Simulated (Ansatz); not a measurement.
`BC=NB` and `BN=CF` differ in one atom or group.

Ansatz, PBE0-D4/def2-TZVP geometries, multiplicity 1. 

```csv
property,`BC=NB`
HOMO–LUMO gap (PBE/def2-TZVPP) / eV,2.58
HOMO energy (PBE0/def2-TZVPP) / eV,-7.76
HOMO–LUMO gap (ωB97M-V/def2-TZVPP) / eV,9.14
size of the dipole moment (ωB97M-V/def2-TZVPP) / D,1.55
LUMO energy (B3LYP/def2-TZVPP) / eV,-3.18
LUMO energy (ωB97M-V/def2-TZVPP) / eV,-0.93
```

Task: Give the same properties after the change, and the shifts. (Estimate.)

Result: The calculation gave: 
| property | `BN=CF` | shift |
| --- | --- | --- |
| HOMO–LUMO gap (PBE/def2-TZVPP) / eV | 5.67 | 3.09 |
| HOMO energy (PBE0/def2-TZVPP) / eV | -8.61 | -0.85 |
| HOMO–LUMO gap (ωB97M-V/def2-TZVPP) / eV | 12.19 | 3.05 |
| size of the dipole moment (ωB97M-V/def2-TZVPP) / D | 1.61 | 0.06 |
| LUMO energy (B3LYP/def2-TZVPP) / eV | -0.81 | 2.37 |
| LUMO energy (ωB97M-V/def2-TZVPP) / eV | 1.35 | 2.28 |

With PBE0 the HOMO falls by 0.85 eV and the LUMO rises by 2.44 eV, so the gap widens by about 3.29 eV. PBE moves the HOMO by -0.77 eV and ωB97M-V by -0.76 eV. The zero-point energy changes by -46.6 kJ/mol with -6 modes. Dipoles are sizes alone; their direction can turn.

B3LYP here is the variant with VWN-RPA as its local correlation; programs differ in this.
